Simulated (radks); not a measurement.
Results of a calculation; reference values are marked as such.
The tellurium ion Te4+, [Kr] 4d10 5s2. Code: a radial shooting solver on a logarithmic mesh with Libxc functionals. Model: non-relativistic Kohn-Sham, r2SCAN, spin-polarised, spherical densities, point nucleus; meta-GGA in the generalised Kohn-Sham scheme. Every spin shell is full or empty, so the densities are truly spherical. Functionals are evaluated on that one density, not self-consistently. Rank these orbital-free kinetic functionals by their error against the exact value of the orbitals, and give that value: Thomas-Fermi, TF + vW/9, TF + vW/5, APBEK, Perdew 92, LKT, PG1, DePristo-Kress, Ernzerhof.

Answer. Exact: 6608.62 hartree. From best to worst, with 100 (|E| - |E exact|)/|E exact| (equal figures are ties): DePristo-Kress -0.09, APBEK +0.13, Ernzerhof -0.39, Perdew 92 -0.65, TF + vW/9 -0.66, TF + vW/5 +2.99, Thomas-Fermi -5.23, PG1 +14.88, LKT +18.95.
